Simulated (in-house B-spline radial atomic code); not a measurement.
# RPA and G0W0 on HSE06: the krypton ion Kr⁶⁺

Configuration [Ar] 3d10 4s2, mean-field start HSE06. Computed with a B-spline radial code for spherical atoms: all electrons, scalar-relativistic (spin-free one-electron X2C), finite nucleus, each spin shell either full or empty, empty states to l = 9 with an (l + 1/2)⁻⁴ tail; G0W0 by contour deformation at full frequency.

Command:
```bash
python run_gw.py task.json out
```
Settings (radii: box in bohr, nucleus in fm):
```
Z                        36
electrons                30
configuration            [Ar] 3d10 4s2
hamiltonian              x2c
method                   hse06
lmax                     9
rms_radius               4.1884
spin_polarised           False
box_radius               9.29
intervals                67
ion_configuration        [Ar] 3d10 4s1
```

Run time, properties included: 4.2 s on 1 thread of AMD EPYC 7R13 Processor, with other jobs on the host.

Energies (hartree):

```
                                     term        value
                         mean-field total  -2779.99642
Hartree-Fock functional on these orbitals  -2778.64545
                      direct second order       -2.579
                    second-order exchange      0.75309
                         SOSEX correction      0.69649
```

Question: What is the RPA correlation energy, and what remains with SOSEX?

Answer: RPA gives -2.2774 hartree (-2.07 eV per electron); RPA + SOSEX gives -1.5809, and the second-order doubles -1.8259 hartree (no singles). SOSEX takes back 31 % of the RPA value.

Quasi-particle levels (eV):

```csv
level,occupied,mean field,Σx - vxc,Σc,QP weight,G0W0
4s,yes,-103.54,-3.74,?,?,?
3d,yes,-178.40,-15.88,3.29,0.948,-191.00
4p,no,-83.23,6.76,-1.76,0.967,-78.22
```

G0W0 = mean field + (Σx - vxc) + Σc, with Σc (partial-wave tail included) taken at the quasi-particle energy. Only the outer levels were computed. Levels of low weight are left out.

Question: Where does G0W0 put 4s?

Answer: At -109.75 eV, with Σc = -2.47 eV and a quasi-particle weight of 0.969. The tabulated removal energy is 109.13 ± 0.05 eV (NIST, tabulated theory); the calculation leaves out spin-orbit coupling, Breit and QED terms, and what these don't explain is the method's own error.

Question: What does it cost to remove one electron (to [Ar] 3d10 4s1) by differences of total energies, each species on its own start (correlation terms add to the Hartree-Fock functional)?

Answer: HSE06 109.41 eV, Hartree-Fock functional 106.95 eV, + RPA 109.58 eV, + RPA + SOSEX 108.97 eV, + second order 109.83 eV. Tabulated: 109.13 ± 0.05 eV (NIST, tabulated theory); the calculation leaves out spin-orbit coupling, Breit and QED terms, and what these don't explain is the method's own error.
